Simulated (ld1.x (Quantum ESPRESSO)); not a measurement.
# Configuration tests for palladium (Pd) (TM)

palladium, norm-conserving Troullier–Martins (Kleinman–Bylander form), made with ld1.x (Quantum ESPRESSO) 7.5 (LDA (PZ), fully relativistic). Core [Ar] 3d10, reference 4s2 4p6 4d9 5s0 5p0 (charge +1). Waves: 4p (bound): rc 1.10 bohr; 4d (bound): rc 1.55 bohr; 4s (bound): rc 1.50 bohr. Local part: the s channel. Core correction: a·sin(br)/r model core, default radius (core density twice the valence density).

Open shells are filled in proportion to 2j + 1 (rel_dist='average').

Energies are relative to the spin-unpolarised reference configuration 4s2 4p6 4d9 5s0 5p0; without spin polarisation the order of configurations can differ from experiment.

```tsv
valence configuration	charge	ΔE all-electron (eV)	error AE − PS (meV)
4s2 4p6 4d10 5s0 5p0	0	-9.393	+8.1
4s2 4p6 4d7 5s0 5p0	+3	55.674	+98
4s2 4p6 4d8 5s1 5p0	+1	4.408	+1862
4s2 4p6 4d6 5s0 5p0	+4	105.222	+270
4s2 4p6 4d9 5s1 5p0	0	-7.955	+1221
4s2 4p6 4d9.5 5s0 5p0	+0.5	-6.021	+2.6
```

What are ΔE and the potential's error for 4s2 4p6 4d8 5s0 5p0?

ΔE = 21.082 eV all-electron; the error (AE − PS) is +19 meV.

Levels in the configuration 4s2 4p6 4d10 5s0 5p0:

```
   level  all-electron (eV)  pseudo (eV)
4s j=1/2            -85.392      -85.443
4p j=1/2            -54.438      -54.472
4p j=3/2            -49.941      -49.974
4d j=3/2             -4.583       -4.594
4d j=5/2             -4.144       -4.155
```

These tests converged, but a pseudo level misses the all-electron one widely, so the file describes the atom poorly there or has found another state: 4s2 4p6 4d8 5s0 5p0: empty 5s by 2.3 eV; 4s2 4p6 4d7 5s0 5p0: empty 5s by 3.2 eV.
